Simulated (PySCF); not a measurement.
**SbOI₃, singlet: data card**

Computed with PBE0/[Sb def2-SVP with ECP28, O def2-SVP, I def2-SVP with ECP28], scalar-relativistic core potentials, density fitting, no spin–orbit coupling, PySCF.

The structure is a saddle point with 1 imaginary mode.

Coordinates in bohr (charge 0 multiplicity 1):
```
Sb    0.0000   -1.3036    0.0000
O     0.0000   -4.7651    0.0000
I     5.2233   -1.0573    0.0000
I     0.0000    3.9572    0.0000
I    -5.2233   -1.0573    0.0000
```

- Point group: C2v
- Bond lengths: Sb–I 2.767 Å (×2), Sb–I 2.784 Å, Sb–O 1.832 Å
- Bond angles: I–Sb–I 87.3° (×2), I–Sb–I 174.6°, I–Sb–O 92.7° (×2), I–Sb–O 180.0°
- Principal polarisabilities: 62.3, 142.1, 208.2 bohr³
- Rotational constants: 0.0212, 0.008693, 0.006165 cm⁻¹
- Lowest empty level: -5.25 eV
- Dipole moment: 2.87 D
- Principal quadrupole moments (Buckingham, traceless) about the centre of mass: -9.59, 3.75, 5.84 D Å
- Atomisation energy without zero-point energy: 690 kJ/mol
- Highest occupied level: -7.48 eV
- Zero-point energy (real modes): 10.9 kJ/mol

Harmonic modes (masses in u: Sb 120.904, O 15.995, I 126.904):
| symmetry | ω (cm⁻¹) | IR (km/mol) | type |
| --- | --- | --- | --- |
| b1 | 76i | – | bend |
| a1 | 82 | 0.3 | bend |
| b2 | 88 | 0.7 | bend |
| b1 | 107 | 6.7 | bend |
| a1 | 130 | 2.5 | stretch |
| a1 | 167 | 11.4 | stretch |
| b2 | 203 | 18.2 | stretch |
| b2 | 220 | 102 | bend |
| a1 | 831 | 19.5 | stretch |

In C2v the vibrations span 2b1 + 4a1 + 3b2. Here b1 is antisymmetric to the molecular plane and b2 lies in it.

Charges (e):
```tsv
atom	Mulliken	Löwdin	polar tensor	Mayer order to Sb1
Sb1	0.77	0.51	1.65	–
O2	-0.45	-0.42	-0.50	1.68
I3,5	-0.13	-0.05	-0.39	0.84
I4	-0.06	-0.01	-0.36	0.81
```

Mulliken populations on Sb1 (electrons outside its core potential): s 3.62, p 8.18, d 10.43.

Only a few start shapes were tried, so a lower isomer may exist. At this level a singlet minimum of C3v symmetry lies 165 kJ/mol below this structure.

The final relaxation and frequency run took roughly 6 core-minutes on a shared host.
